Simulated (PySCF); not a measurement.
**Basis-set dependence of population analyses: `ClCBr`**

Compound: CH2BrCl.
Geometry (PBE0-D3(BJ)/def2-SVP, Å), atoms numbered from 1 in this order:
```xyz
5
CH2BrCl angstrom
Cl    -1.3588    0.9988    0.0408
C     -0.0428   -0.1704   -0.0009
Br     1.7037    0.6338   -0.1720
H     -0.0464   -0.7422    0.9332
H     -0.1819   -0.8304   -0.8637
```

PBE0 throughout (PySCF), one geometry, spherical d and f functions. Geometry: PBE0-D3(BJ)/def2-SVP; no solvent, vibrations or thermal averaging. The calculation is non-relativistic, for bromine too. Atoms taken as equivalent share a column and are averaged.

Mulliken charges (e):

```
    basis  functions     Cl1      C2     Br3   H4/H5
   STO-3G         34  -0.110  -0.180  +0.024  +0.133
    6-31G         53  +0.083  -0.766  +0.128  +0.278
   6-31G*         68  +0.006  -0.518  -0.020  +0.266
  cc-pVDZ         69  -0.065  -0.170  -0.045  +0.140
 def2-SVP         74  -0.120  -0.060  -0.089  +0.135
def2-TZVP        128  -0.089  -0.171  -0.080  +0.170
```

IAO charges (e):

| basis | functions | Cl1 | C2 | Br3 | H4/H5 |
| --- | --- | --- | --- | --- | --- |
| STO-3G | 34 | -0.036 | -0.379 | +0.093 | +0.161 |
| 6-31G | 53 | -0.042 | -0.358 | -0.002 | +0.201 |
| 6-31G* | 68 | -0.044 | -0.312 | -0.021 | +0.189 |
| cc-pVDZ | 69 | -0.049 | -0.303 | -0.021 | +0.186 |
| def2-SVP | 74 | -0.042 | -0.300 | -0.020 | +0.181 |
| def2-TZVP | 128 | -0.048 | -0.309 | -0.023 | +0.190 |

Hirshfeld charges (e):

```csv
basis,functions,Cl1,C2,Br3,H4/H5
STO-3G,34,-0.152,+0.118,-0.055,+0.044
6-31G,53,-0.066,-0.003,-0.058,+0.064
6-31G*,68,-0.069,+0.009,-0.073,+0.066
cc-pVDZ,69,-0.053,-0.015,-0.047,+0.058
def2-SVP,74,-0.044,-0.018,-0.051,+0.057
def2-TZVP,128,-0.044,-0.036,-0.039,+0.060
```

Which scheme is steadiest as the basis changes?

Largest range over the bases for any column: IAO 0.12 e, Hirshfeld 0.15 e, Mulliken 0.71 e. IAO charges move least and Mulliken charges most, counted in e. Without the minimal STO-3G basis the ranges are IAO 0.06, Hirshfeld 0.04, Mulliken 0.71 e.

How much do the charges still move between the two largest bases, def2-SVP and def2-TZVP?

At most, over all atoms: Mulliken 0.111 e, IAO 0.009 e, Hirshfeld 0.018 e.

What do the same runs give for the total energy, the frontier levels and the dipole moment?

```csv
basis,energy (Eh),HOMO (eV),LUMO (eV),μ (D)
STO-3G,-3039.6320,-5.73,3.25,1.82
6-31G,-3072.7340,-8.35,-0.64,1.97
6-31G*,-3072.8319,-8.28,-0.61,1.75
cc-pVDZ,-3073.1392,-8.19,-0.48,1.60
def2-SVP,-3072.6723,-8.15,-0.32,1.59
def2-TZVP,-3073.1910,-8.31,-0.65,1.59
```

The dipole is fixed by the density alone, so its range of 0.38 D shows that the density itself changes with the basis, not only its division among atoms.
